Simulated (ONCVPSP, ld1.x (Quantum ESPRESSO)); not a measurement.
**Potentials for nitrogen compared**

Generated with ld1.x 7.5 (TM, RRKJ, ultrasoft, PAW), atompaw 4.2 or ONCVPSP 4.0.1. The cutoff is in Ry: for ld1.x and atompaw files where the sum of valence levels is converged to 10 mRy in a Bessel basis, for ONCV files where the hardest occupied wave has 1 mHa per electron of residual kinetic energy. The error is the largest all-electron minus pseudo excitation energy over each file’s own four to seven test configurations (ionisations up to +4, promotions, holes and added fractions of an electron), all of which were solved. The labels leave out finer settings (local radius, basis sizes, second energies), which also bear on the numbers. Spin-polarised tests are not counted. The rows are a selection from randomly drawn settings: files with unsolved tests, undetermined cutoffs or missed reference levels are left out.

A true bound ghost makes a file unfit for plane-wave use even where its test errors are small: the radial tests pick states by their node count and pass the ghost by.

| potential | cutoff (Ry) | largest error (meV) | bound ghosts |
| --- | --- | --- | --- |
| ONCV, PBE, scalar-relativistic, rc 0.70/2.10/1.90 (spd), local smoothed, core correction yes, reference 2s2 2p3, qcut 9.8/6.2/5.2, projectors 1/2/2 | 245 | +2256 | d |
| TM, PBE, scalar-relativistic, rc 0.60/1.05 (sp), local p, core correction yes, reference 2s2 2p1 | 230 | +100 | none |
| RRKJ, BP86, scalar-relativistic, rc 0.90/2.60/2.40 (spd), local p, core correction yes, reference 2s1 2p4 | 70 | +7718 | none |
| ONCV, PW91, non-relativistic, rc 1.05/1.45/1.40 (spd), local smoothed, core correction yes, reference 2s2 2p2, qcut 5.9/10.3/7.3, projectors 1/2/2 | 75 | +433 | none |
| ONCV, LDA (Perdew-Wang 92), scalar-relativistic, rc 1.05/1.05 (sp), local p, core correction yes, reference 2s1 2p4, qcut 6.7/6.3, projectors 2/0 | 184 | +159 | none |
| PAW, PBE, scalar-relativistic, rc 0.75/2.20 (sp), local smoothed, core correction yes, reference 2s2 2p3 | 60 | +66 | none |

Question: Fill in the row for N: ONCV, PBE, non-relativistic, rc 1.05/1.90 (sp), local smoothed, core correction no, reference 2s2 2p1, qcut 5.5/8.6, projectors 2/3.

Answer: cutoff 225 Ry, largest error +784 meV, bound ghosts: none.

Question: Fill in the row for N: PAW, LDA (PZ), scalar-relativistic, rc 1.10/2.35/2.15 (spd), local smoothed, core correction yes, reference 2s1.75 2p3.25.

Answer: cutoff 15 Ry, largest error -27 meV, bound ghosts: none.
